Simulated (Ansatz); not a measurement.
Li6N2⁻. Total charge -1; doublet. Geometry r2SCAN-D4/def2-TZVPD; atoms count from 1.

```xyz
8

Li   -0.5589   -1.5517    0.6893
Li   -1.1128    0.7821    1.1602
Li    0.4666    1.5813   -0.6919
Li    1.8712   -0.1555    1.5804
Li   -1.8242    0.1741   -1.6332
Li    1.1432   -0.8381   -1.0882
N    -0.5260   -0.0240   -0.5027
N     0.5408    0.0318    0.4862
```

The relaxed charge -1 doublet is spin-contaminated (final ⟨S²⟩ up to 1.36, 0.75 for a pure state). The highest occupied level of the relaxed charge -1 doublet lies above zero (up to 0.03 eV). Its loss leaves the charge 0 singlet, which lies 1.24 eV higher (each at its own geometry, at PBE0-D4/def2-TZVPD), but this difference is unsure: the doublet itself is doubtful (at the level of its geometry, ⟨S²⟩ 1.42, where a pure state has 0.75). The geometry of the doublet was relaxed on an unsound state (⟨S²⟩ 1.42, where a pure state has 0.75). The structure comes from a short search, and lower isomers may exist.

(1) Estimate the Mulliken populations from the PBE0/def2-TZVPD orbitals of Ansatz.

(2) Where does the spin sit?

(3) And the Mayer bond orders between bonded heavy atoms (over 0.3)?

## Answers

(1) 
```json
{"atom": "Li1", "charge (e)": "0.15", "spin (α − β)": "-0.08"}
{"atom": "Li2", "charge (e)": "0.15", "spin (α − β)": "-0.08"}
{"atom": "Li3", "charge (e)": "0.08", "spin (α − β)": "0.30"}
{"atom": "Li4", "charge (e)": "0.21", "spin (α − β)": "0.36"}
{"atom": "Li5", "charge (e)": "0.21", "spin (α − β)": "0.36"}
{"atom": "Li6", "charge (e)": "0.08", "spin (α − β)": "0.30"}
{"atom": "N7", "charge (e)": "-0.93", "spin (α − β)": "-0.09"}
{"atom": "N8", "charge (e)": "-0.93", "spin (α − β)": "-0.09"}
```
Mulliken values and Mayer orders depend strongly on the basis. With diffuse functions, as here, like atoms can get unlike values, and bond orders can come out too low or too high.

(2) Summed by element: Li 1.18, N -0.18, of 1 unpaired in all. Largest on single atoms: Li5 0.36, Li4 0.36, Li3 0.30.

(3) Li1–Li2 0.36 (2.44 Å); Li3–Li6 0.33 (2.54 Å); Li4–N8 0.31 (1.73 Å); Li5–N7 0.31 (1.73 Å). Values over 0.3 also appear between atoms too far apart for a bond (Li1–Li3 0.30 at 3.57 Å; Li2–Li6 0.30 at 3.57 Å); they arise where an orbital or an unpaired electron spreads over both atoms.
